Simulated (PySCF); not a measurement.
Isomers of C6H11O2PS, one GFN2-xTB conformer each. Single-point energies are computed at PBE0/pcSseg-1 (PySCF, gas phase, no added dispersion term), electronic only.

**Question.** Rank them by PBE0/pcSseg-1 energy, lowest first (kcal/mol).
A. `[CH3:1][C:2](=[O:3])[P@@:4](=[S:5])([CH2:6][OH:7])[CH:8]1[CH2:9][CH2:10]1` with C1–C2–P4–S5 -38°, C2–P4–C6–O7 -172°, P4–C6–O7–H 51°, C2–P4–C8–C9 -175°
B. `[O:1]=[C:2]1[CH2:3][CH2:4][P:5](=[S:6])([CH2:7][OH:8])[CH2:9][CH2:10]1` with C4–P5–C7–O8 177°, P5–C7–O8–H 54°, O1–C2–C3–C4 115°, C2–C3–C4–P5 62°, C3–C4–P5–S6 66°, C4–P5–C9–C10 59°

**Answer.** B (0.0), A (28.6).

As drawn, the higher has a three-membered ring, which the lower lacks. GFN2-xTB itself gives, in the same order: 0.0, 25.2. Both levels put the same isomer lowest.

**Question.** Which frontier levels, dipoles and rotational constants go with these structures?

**Answer.** 
```
                  SMILES  HOMO (eV, PBE0/pcSseg-1)  LUMO (eV)  dipole (D)       A, B, C (MHz)
      O=C1CCP(=S)(CO)CC1                     -6.91      -0.89        2.28  1704, 665.0, 621.1
CC(=O)[P@@](=S)(CO)C1CC1                     -6.81      -1.76        2.00  1124, 851.1, 732.5
```
